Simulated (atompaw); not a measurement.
## Before and after: PAW (atompaw) potential for Ag (Z = 47)

| Item | Value |
| --- | --- |
| Element | silver |
| Generator | atompaw 4.2.0.5 |
| Type | PAW |
| Functional | PBE |
| Relativity | scalar-relativistic |
| Frozen core | [Ar] 3d10 |
| Valence charge | 19 |
| Reference configuration | 4s2 4p6 4d10 5s1 5p0 |
| Partial waves | 4s (bound): rc 1.05 bohr; 5s (bound): rc 2.00 bohr; 4p (bound): rc 1.35 bohr; 5p (bound, empty): rc 1.70 bohr; 4d (bound): rc 2.00 bohr; 4d channel at -0.25 Ry: rc 2.00 bohr |
| Local potential | bessel scheme, radius 1.50 bohr |
| Core correction | smooth core density matched at 1.75 bohr |
| Augmentation charge | gaussian compensation charge, radius 1.65 bohr; PAW radius 2.00 bohr; waves and projectors: custom rrkj vanderbiltortho |

Change: augmentation gaussian compensation charge, radius 1.65 bohr; PAW radius 2.00 bohr; waves and projectors: custom polynom vanderbiltortho.

Cutoffs: the cutoffs (Ry, on a coarse ladder) from which the occupation-weighted sum of valence levels, in a spherical-Bessel basis at the reference potential, stays within 10 and 1 mRy of its value at 400 Ry; they do not see the model core or the augmentation charge, which bear on the density cutoff.

Task: What does the change do?

Result: The potential gets harder (50 Ry and 110 Ry → 60 Ry and 110 Ry); neither file shows a bound ghost.

| quantity | base | changed |
| --- | --- | --- |
| cutoff, loose | 50 Ry | 60 Ry |
| cutoff, tight | 110 Ry | 110 Ry |
| loose cutoff by channel (10 mRy a level) | s 30 Ry, p 40 Ry, d 21 Ry | s 50 Ry, p 35 Ry, d 21 Ry |
| bound ghosts | none | none |
| s: phases at 2.02 bohr within 0.05 rad from the reference energy up to (Ry; the scan ends near 5) | to the end of the scan | to the end of the scan |
| p: phases at 2.02 bohr within 0.05 rad from the reference energy up to (Ry; the scan ends near 5) | to the end of the scan | to the end of the scan |
| d: phases at 2.02 bohr within 0.05 rad from the reference energy up to (Ry; the scan ends near 5) | 4.4 | 4.1 |
| lowest overlap eigenvalue by channel | s 0.43, p 0.08, d 1.00 | s 0.60, p 0.63, d 0.93 |

 The cutoffs see the waves, projectors and local potential, not the compensation charge or the core.
